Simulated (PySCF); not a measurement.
# Partial charges of `[H]/N=C\CCS[SiH3]`

Species: C₃H₉NSSi.
Structure used (GFN2-xTB), in Å, numbered top down from 1:
```
atom  x, y, z in Å
N1     3.292    0.107    0.132
C2     2.084   -0.095    0.387
C3     0.877    0.366   -0.381
C4     0.007   -0.820   -0.774
S5    -1.496   -0.303   -1.682
Si6   -2.771    0.331   -0.082
H7     3.471    0.654   -0.711
H8     1.871   -0.678    1.280
H9     0.302    1.042    0.259
H10    1.178    0.913   -1.278
H11    0.543   -1.478   -1.458
H12   -0.303   -1.393    0.100
H13   -2.839   -0.771    0.872
H14   -4.024    0.621   -0.750
H15   -2.195    1.511    0.560
```

Density: PBE0/pcSseg-1 (PySCF); schemes: Mulliken, IAO, Hirshfeld and ESP-fitted. The structure is a single GFN2-xTB conformer in the gas phase; no vibrational or solvent corrections.

Question: Which atoms carry the lowest charge in the Mulliken, IAO, Hirshfeld and ESP-fitted schemes?

Answer: The schemes don't all agree: Mulliken C4 (-0.367); IAO N1 (-0.424); Hirshfeld N1 (-0.235); ESP-fitted N1 (-0.741).

Question: At which atom do the 4 schemes differ most?

Answer: At N1: from -0.741 (ESP-fitted) to -0.235 e (Hirshfeld), 0.506 e apart.

Question: Which atoms carry the highest charge in the Mulliken, IAO, Hirshfeld and ESP-fitted schemes?

Answer: The schemes don't all agree: Mulliken Si6 (+0.457); IAO Si6 (+0.542); Hirshfeld Si6 (+0.296); ESP-fitted H7 (+0.373).

Question: Tabulate the Mulliken, IAO, Hirshfeld and ESP-fitted charges.

Answer: In e:

```json
{"atom": "N1", "environment": "imine nitrogen", "Mulliken": "-0.334", "IAO": "-0.424", "Hirshfeld": "-0.235", "ESP-fitted": "-0.741"}
{"atom": "C2", "environment": "imine carbon", "Mulliken": "+0.025", "IAO": "+0.046", "Hirshfeld": "+0.054", "ESP-fitted": "+0.269"}
{"atom": "C3", "environment": "chain CH2 carbon", "Mulliken": "-0.207", "IAO": "-0.295", "Hirshfeld": "-0.078", "ESP-fitted": "+0.100"}
{"atom": "C4", "environment": "sp3 carbon bound to sulfur", "Mulliken": "-0.367", "IAO": "-0.326", "Hirshfeld": "-0.063", "ESP-fitted": "-0.221"}
{"atom": "S5", "environment": "sulfur bonded to C and Si", "Mulliken": "-0.260", "IAO": "-0.188", "Hirshfeld": "-0.097", "ESP-fitted": "-0.298"}
{"atom": "Si6", "environment": "SiH3 silicon", "Mulliken": "+0.457", "IAO": "+0.542", "Hirshfeld": "+0.296", "ESP-fitted": "+0.249"}
{"atom": "H7", "environment": "N–H hydrogen", "Mulliken": "+0.157", "IAO": "+0.240", "Hirshfeld": "+0.108", "ESP-fitted": "+0.373"}
{"atom": "H8", "environment": "hydrogen on a C=N carbon", "Mulliken": "+0.108", "IAO": "+0.137", "Hirshfeld": "+0.045", "ESP-fitted": "+0.061"}
{"atom": "H9", "environment": "methylene hydrogen", "Mulliken": "+0.155", "IAO": "+0.151", "Hirshfeld": "+0.044", "ESP-fitted": "+0.010"}
{"atom": "H10", "environment": "methylene hydrogen", "Mulliken": "+0.134", "IAO": "+0.146", "Hirshfeld": "+0.042", "ESP-fitted": "+0.018"}
{"atom": "H11", "environment": "methylene hydrogen", "Mulliken": "+0.174", "IAO": "+0.166", "Hirshfeld": "+0.049", "ESP-fitted": "+0.168"}
{"atom": "H12", "environment": "methylene hydrogen", "Mulliken": "+0.160", "IAO": "+0.145", "Hirshfeld": "+0.043", "ESP-fitted": "+0.091"}
{"atom": "H13", "environment": "Si–H hydrogen", "Mulliken": "-0.070", "IAO": "-0.120", "Hirshfeld": "-0.073", "ESP-fitted": "-0.036"}
{"atom": "H14", "environment": "Si–H hydrogen", "Mulliken": "-0.060", "IAO": "-0.095", "Hirshfeld": "-0.061", "ESP-fitted": "-0.001"}
{"atom": "H15", "environment": "Si–H hydrogen", "Mulliken": "-0.073", "IAO": "-0.126", "Hirshfeld": "-0.075", "ESP-fitted": "-0.042"}
```

Mean size of the charges over all atoms: IAO 0.210 e, Mulliken 0.183 e, ESP-fitted 0.179 e, Hirshfeld 0.091 e. Each set sums to the total charge, 0, to within 0.001 e. The IAO scheme counts the electrons in orthogonalised intrinsic atomic orbitals, a minimal basis polarised so that it spans the occupied orbitals exactly.

Question: How closely do the schemes follow one another over all atoms?

Answer: Correlation coefficient and root-mean-square difference: Mulliken with IAO 0.98, 0.055 e; IAO with Hirshfeld 0.95, 0.141 e; Mulliken with Hirshfeld 0.91, 0.124 e; Hirshfeld with ESP-fitted 0.80, 0.182 e; IAO with ESP-fitted 0.74, 0.182 e; Mulliken with ESP-fitted 0.73, 0.179 e.

Question: How many electrons does the Mulliken scheme count on C2?

Answer: Z − q = 6 − (+0.025) ≈ 5.974.

Question: Sum the charges by element, for elements with more than one atom.

Answer: 
| element | atoms | Mulliken | IAO | Hirshfeld | ESP-fitted |
| --- | --- | --- | --- | --- | --- |
| C | 3 | -0.549 | -0.574 | -0.087 | +0.147 |
| H | 9 | +0.685 | +0.644 | +0.122 | +0.643 |
